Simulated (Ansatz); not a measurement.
A relaxation, step by step

CH₅GaO, singlet, PBE0-D4/def2-TZVP (Ansatz 0.2.0). Settings:

```yaml
hamiltonian: {xc: pbe0, dispersion: d4}
relax: {f_tol: 0.005, max_steps: 200}
```

Start, a step off a saddle point along its unstable mode:

| atom | x (Å) | y (Å) | z (Å) |
| --- | --- | --- | --- |
| Ga1 | -1.4393 | -0.3558 | -1.0902 |
| O2 | -0.0837 | -0.6487 | 0.1403 |
| C3 | 0.8558 | 0.1773 | 0.6908 |
| H4 | -0.1498 | -1.1519 | -1.6171 |
| H5 | -2.5342 | 0.7381 | -0.6940 |
| H6 | 0.3519 | 0.8517 | 1.3903 |
| H7 | 1.3949 | 0.8001 | -0.0428 |
| H8 | 1.6044 | -0.4108 | 1.2227 |

```csv
step,energy less the last (meV),largest force component (eV/Å)
1,1860.8,1.490
2,1313.5,1.478
3,811.9,1.037
4,491.4,0.672
5,319.5,0.299
6,275.7,0.210
7,205.6,0.238
8,155.3,0.275
9,86.0,0.494
10,23.4,0.139
11,12.5,0.233
12,2.5,0.041
13 (rejected trial),11.2,0.380
14,0.8,0.015
15,0.7,0.094
16 (rejected trial),2.2,0.105
17,0.0,0.001
```

Step 2, positions (Å) and forces (eV/Å):

| atom | x | y | z | Fx | Fy | Fz |
| --- | --- | --- | --- | --- | --- | --- |
| Ga1 | -1.391 | -0.342 | -1.071 | 1.478 | -0.085 | 0.704 |
| O2 | -0.076 | -0.649 | 0.184 | -0.611 | -0.068 | 0.137 |
| C3 | 0.860 | 0.195 | 0.731 | -0.012 | 0.394 | 0.254 |
| H4 | -0.257 | -1.196 | -1.773 | -1.265 | -0.100 | -1.292 |
| H5 | -2.529 | 0.703 | -0.725 | 0.115 | -0.406 | -0.329 |
| H6 | 0.383 | 0.888 | 1.433 | 0.256 | 0.235 | 0.257 |
| H7 | 1.390 | 0.796 | -0.030 | -0.030 | -0.024 | 0.074 |
| H8 | 1.618 | -0.395 | 1.252 | 0.069 | 0.055 | 0.195 |

Step 5, positions (Å) and forces (eV/Å):

```tsv
atom	x	y	z	Fx	Fy	Fz
Ga1	-1.197	-0.345	-1.033	0.103	-0.299	0.039
O2	-0.101	-0.635	0.348	0.220	0.230	0.202
C3	0.886	0.237	0.825	-0.072	-0.038	0.018
H4	-0.650	-1.215	-2.206	-0.256	0.074	-0.255
H5	-2.472	0.533	-0.827	0.027	0.035	-0.069
H6	0.479	0.993	1.511	-0.001	-0.012	0.008
H7	1.408	0.769	0.018	0.029	0.028	-0.001
H8	1.648	-0.336	1.364	-0.051	-0.018	0.058
```

Step 7, positions (Å) and forces (eV/Å):

```json
{"atom": "Ga1", "x": "-1.154", "y": "-0.411", "z": "-1.053", "Fx": "-0.026", "Fy": "-0.027", "Fz": "0.047"}
{"atom": "O2", "x": "0.053", "y": "-0.671", "z": "0.241", "Fx": "0.190", "Fy": "0.042", "Fz": "-0.238"}
{"atom": "C3", "x": "0.904", "y": "0.261", "z": "0.849", "Fx": "-0.151", "Fy": "0.036", "Fz": "0.070"}
{"atom": "H4", "x": "-0.934", "y": "-1.309", "z": "-2.314", "Fx": "-0.051", "Fy": "-0.040", "Fz": "0.057"}
{"atom": "H5", "x": "-2.332", "y": "0.593", "z": "-0.807", "Fx": "0.065", "Fy": "0.050", "Fz": "0.020"}
{"atom": "H6", "x": "0.363", "y": "0.956", "z": "1.510", "Fx": "0.012", "Fy": "-0.029", "Fz": "-0.045"}
{"atom": "H7", "x": "1.465", "y": "0.862", "z": "0.117", "Fx": "-0.031", "Fy": "-0.057", "Fz": "0.070"}
{"atom": "H8", "x": "1.634", "y": "-0.281", "z": "1.458", "Fx": "-0.008", "Fy": "0.026", "Fz": "0.019"}
```

Last step (17):

Ga1  (-1.102, -0.478, -1.041)
O2  (0.519, -0.507, -0.301)
C3  (0.903, 0.314, 0.769)
H4  (-1.277, -1.486, -2.212)
H5  (-2.115, 0.542, -0.423)
H6  (0.102, 0.986, 1.107)
H7  (1.760, 0.932, 0.478)
H8  (1.209, -0.302, 1.623)
(Å)

The run took about 50 s on 2 CPU threads of an Arm Neoverse V1 (shared host).
